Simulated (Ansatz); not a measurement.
Stepwise reaction of `FB(F)Br` with ammonia, as a gas-phase model of exchange steps in deposition or etching. ΔE in kJ/mol; ΔG adds harmonic PBE0-D4 terms to CCSD(T)/CBS, at 1 bar.

Computed with Ansatz on PBE0-D4/def2-TZVP structures; ΔE is electronic, products minus reactants. CBS: MP2 limit from def2 TZ/QZ plus the TZ coupled-cluster correction, frozen cores. This one scheme is used for every species. Functionals use def2-TZVPP. B3LYP here is the variant with VWN-RPA as its local correlation; programs differ in this. For Br outer-core shells are correlated without core-valence functions, which leaves a few kJ/mol of doubt a bond. Scalar relativity is left out up to krypton. One conformer a species, not always the lowest.

```csv
step,reaction,PBE-D4,B3LYP-D4,ωB97M-V,CCSD(T)/CBS,ΔG(400 K)
1,`FB(F)Br` + NH₃ → `NB(F)Br` + H–F,15.1,17.7,18.1,14.0,15.3
2,`NB(F)Br` + NH₃ → `NB(N)Br` + H–F,38.6,41.4,40.8,35.2,37.8
```

(1) By hand: ΔE of the 2 steps together at CCSD(T)/CBS.

## Answers

(1) (14.0) + (35.2) = 49.2 kJ/mol, or 24.6 kJ/mol a step.

In ΔE each step is higher than the one before. All are uphill at CCSD(T)/CBS. ΔG lies between 15.3 and 37.8 kJ/mol a step. PBE-D4 differs from CCSD(T)/CBS by 1.1 to 3.4 kJ/mol a step. Isolated molecules leave out the surface, adducts and barriers. Largest T1 diagnostic: 0.011.
